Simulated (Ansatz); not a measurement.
Computed with Ansatz on PBE0-D4/def2-TZVP structures; ΔE is electronic, products minus reactants. CCSD(T)/CBS adds triple-zeta CCSD(T) − MP2 to the extrapolated MP2 energy (def2 sets, frozen cores). This one scheme is used for every species. DFT in def2-TZVPP. B3LYP here is the variant with VWN-RPA as its local correlation; programs differ in this. One conformer a species, not always the lowest.

Reaction (ligand exchange at the Si–S bond): `N[SiH]([SiH3])S` + CH₃SH → `CS[SiH](N)[SiH3]` + H₂S

Question: Is it downhill or uphill in electronic energy at CCSD(T)/CBS, and by how much? (An estimate is asked.)

Answer: Computed: Downhill: ΔE = -4.7 kJ/mol.

Question: What do these levels give: PBE-D4, PBE0-D4, ωB97X-V, ωB97M-V, B2PLYP, PBE0, B3LYP, HF/def2-TZVPP, MP2/def2-TZVPP, SCS-MP2/def2-TZVPP, MP2/def2-QZVPP, SCS-MP2/def2-QZVPP? (Best estimate.)

Answer: The calculation gave: PBE-D4 -5.0, PBE0-D4 -4.3, ωB97X-V -3.4, ωB97M-V -4.1, B2PLYP -0.8, PBE0 0.0, B3LYP 2.3, HF/def2-TZVPP 5.2, MP2/def2-TZVPP -5.6, SCS-MP2/def2-TZVPP -3.1, MP2/def2-QZVPP -5.7, SCS-MP2/def2-QZVPP -3.1 kJ/mol.

Largest T1 diagnostic among the species: 0.012.

The D4 term adds −7.1 kJ/mol with B3LYP and −4.3 kJ/mol with PBE0; it sums over pairs of atoms, weighted by their polarisabilities, and B3LYP, whose exchange is more repulsive, gets the larger term. In def2-TZVPP, CCSD(T) changes the Hartree–Fock value by −9.6 kJ/mol (the triples alone add −1.8 kJ/mol) and MP2 by −10.8 kJ/mol.
